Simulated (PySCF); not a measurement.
Compound: C3H9GeNSi.
SMILES: `C[SiH2][CH2][GeH2][C]#N`

A linear-response calculation (PySCF, def2-SVPD basis, gas phase, vertical, core orbitals frozen in the response) gave these numbers; the functional is withheld.

Orbital energies (eV): HOMO-3 -11.47, HOMO-2 -11.22, HOMO-1 -11.04, HOMO -10.71, LUMO 1.28, LUMO+1 1.51, LUMO+2 1.74.

| state | E (eV) | f | main configurations (H = HOMO, L = LUMO) |
| --- | --- | --- | --- |
| S1 | 7.18 | 0.0010 | H-4→L+1 (20%), H-3→L (19%), H→L+1 (16%) |
| S2 | 7.48 | 0.0084 | H→L (25%), H-3→L+1 (23%), H-4→L (15%) |
| S3 | 7.50 | 0.011 | H-3→L (22%), H-4→L+1 (21%), H→L+1 (17%) |
| S4 | 8.06 | 0.052 | H→L (53%), H-4→L (11%), H-1→L (10%) |
| S5 | 8.24 | 0.018 | H-1→L (28%), H-5→L (25%) |
| S6 | 8.33 | 0.039 | H-5→L+1 (38%), H→L+1 (20%), H-4→L+1 (10%) |

Triplets (Tamm–Dancoff): T1 6.00 eV, H-3→L+1 (20%), H-4→L (16%); T2 6.59 eV, H-3→L+1 (23%), H-4→L (14%), H→L (10%); T3 6.59 eV, H-4→L+1 (20%), H-3→L (18%), H→L+1 (12%); T4 7.20 eV, H→L+1 (19%), H-4→L+1 (18%), H-3→L (18%).

Vertical ionisation energy by ΔSCF with the same functional: 10.89 eV. Mean static polarisability: 94.6 au.

Problem. Which of these was used?
A. wB97X-D
B. HF
C. PBE
D. B3LYP

Solution. A. wB97X-D is range-separated, 22% exact exchange at short range and 100% at long range (ω = 0.2 bohr⁻¹). In this run −ε(HOMO) = 10.71 eV differs from the ΔSCF value by -0.19 eV, and S1 differs from the orbital gap of 11.98 eV by -4.80 eV. The ratio −ε(HOMO)/IP is 0.98. Usual ranges for neutral molecules in this basis: 0.89 to 0.99 with wB97X-D, 0.5 to 0.7 with PBE, 0.67 to 0.83 with B3LYP; with Hartree–Fock the ratio is 1 or more (Koopmans' value less the relaxation energy is the ΔSCF value).

Theory: PySCF 2.14.0, density-fitted response routines, TDDFT wB97X-D/def2-SVPD, vertical, gas phase, core orbitals frozen in the response. One conformer (not necessarily the lowest) at the PBE0-D3(BJ)/def2-SVP geometry, without solvent, vibrations or thermal averaging. The wB97X-D/def2-SVPD calculation is non-relativistic and has no spin–orbit coupling, an omission that weighs most on germanium.

Shape of the structure used: `[CH3:1][SiH2:2][CH2:3][GeH2:4][C:5]#[N:6]`: C1–Si2–C3–Ge4 70°, Si2–C3–Ge4–C5 -64°.
